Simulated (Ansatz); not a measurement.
Coupled-cluster diagnostics for the cluster GeO4H4 (the lowest singlet isomer of a short search), Ansatz.

Geometry of the singlet (PBE-D4/def2-SVP):

```xyz
9

Ge   -0.483    0.277    0.343
O     1.121    0.582   -0.507
O    -0.356    0.955    1.979
O    -0.653   -1.496    0.454
O     0.948   -0.262   -1.708
H    -0.179   -1.885   -0.308
H     0.228    0.399    2.529
H     1.007    0.424   -2.405
H    -1.634    1.006   -0.377
```

Correlated methods freeze 13 core orbitals; core or outer-core shells of Ge are correlated, in sets that lack core-valence functions. The structure holds one bond between oxygen atoms, so isomers without such links may lie far lower. The structure comes from a short search, and lower isomers may exist.

Problem. Estimate the CCSD(T) correlation energy, the shares of MP2 and (T), T1 and the reference's ⟨S²⟩ for: charge 0, singlet, own geometry in def2-SVP; charge 1, doublet, vertical in def2-SVP; and the rough time on 4 threads of Arm Neoverse V2 on a shared host.

Solution. 
| state | basis | correlation (eV) | MP2 share (%) | (T) share (%) | T1 | ⟨S²⟩ (pure) | wall time | remarks |
| --- | --- | --- | --- | --- | --- | --- | --- | --- |
| charge 0, singlet, own geometry | def2-SVP | -27.974 | 96.1 | 2.5 | 0.013 | 0.00 (0.00) | 8 s | – |
| charge 1, doublet, vertical | def2-SVP | -27.534 | 92.7 | 2.9 | 0.066 | 0.85 (0.75) | 48 s | large T1 |
Customary marks for T1 are 0.02 (closed shells), 0.045 (open shells) and about 0.05 (3d metals). T1 exceeds 0.02 in 1 of 2 rows and 0.045 in 1; the higher it lies, the less the single-reference result can be trusted.
